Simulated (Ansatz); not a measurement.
One change: `[CH3][SnH]([CH3])[Cl]` becomes `[CH3][SnH]([SiH3])[Cl]`.

Ansatz, PBE0-D4/def2-TZVP geometries, multiplicity 1. 

Elements past krypton have def2 core potentials.

```
                                        property  `[CH3][SnH]([CH3])[Cl]`
           LUMO energy (ωB97M-V/def2-TZVPP) / eV                     1.54
           HOMO–LUMO gap (B3LYP/def2-TZVPP) / eV                     7.45
size of the dipole moment (B3LYP/def2-TZVPP) / D                     3.18
               HOMO energy (PBE/def2-TZVPP) / eV                    -6.78
              LUMO energy (PBE0/def2-TZVPP) / eV                    -0.07
             LUMO energy (B3LYP/def2-TZVPP) / eV                    -0.35
```

Problem. Give the same properties after the change, and the shifts. (Best estimate.)

Solution. The calculation gave: 
```
                                        property  `[CH3][SnH]([SiH3])[Cl]`  shift
           LUMO energy (ωB97M-V/def2-TZVPP) / eV                      0.94  -0.60
           HOMO–LUMO gap (B3LYP/def2-TZVPP) / eV                      6.60  -0.85
size of the dipole moment (B3LYP/def2-TZVPP) / D                      2.97  -0.21
               HOMO energy (PBE/def2-TZVPP) / eV                     -6.65   0.13
              LUMO energy (PBE0/def2-TZVPP) / eV                     -0.76  -0.69
             LUMO energy (B3LYP/def2-TZVPP) / eV                     -0.97  -0.62
```

With PBE0 the HOMO rises by 0.26 eV and the LUMO falls by 0.69 eV, so the gap narrows by about 0.95 eV. PBE moves the HOMO by 0.13 eV and ωB97M-V by 0.42 eV. Dipoles are sizes alone; their direction can turn.

Positive LUMOs are unbound, so they and the gaps depend on the basis.

B3LYP here is the variant with VWN-RPA as its local correlation; programs differ in this.
